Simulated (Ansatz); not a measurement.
def2 core potentials replace the inner electrons of Sb.

Z-matrix (Å, degrees):
```
C
H 1 1.1043
H 1 1.1062 2 105.39
C 1 1.5273 2 109.29 3 118.10
H 4 1.1029 1 111.86 2 -173.23
H 4 1.1033 5 107.07 1 123.34
C 1 1.5319 2 109.43 3 -116.95
H 7 1.1049 1 109.17 2 -179.91
H 7 1.1049 8 105.77 1 -117.01
C 7 1.5279 8 109.84 9 -118.42
H 10 1.1014 7 111.66 8 58.45
H 10 1.1028 11 107.70 7 -122.23
H 10 1.1028 11 107.64 12 -115.44
Sb 4 2.1851 5 108.25 6 111.40
O 14 2.0070 4 94.94 5 175.97
H 15 0.9699 14 110.38 4 43.53
O 14 2.0103 15 98.46 16 -46.02
H 17 0.9680 14 110.77 15 -90.76
```
Charge 0, multiplicity 1.

The numbers are results of frozen-core CCSD(T)/def2-TZVPP // B3LYP-D3(BJ)/def2-SVP run with Ansatz (a quantum-chemistry and plane-wave program), not measurements.

```
Quantity                       Result
----------------------  -------------
HF energy               -547.01737 Ha
MP2 correlation energy    -1.54777 Ha
```

Estimate the CCSD correlation energy, the (T) correction, the total energy and the T1 diagnostic.


```json
{
 "CCSD correlation energy": "-1.58271 Ha",
 "(T) correction": "-0.06068 Ha",
 "CCSD(T) total energy": "-548.66076 Ha",
 "T1 diagnostic": "0.013"
}
```
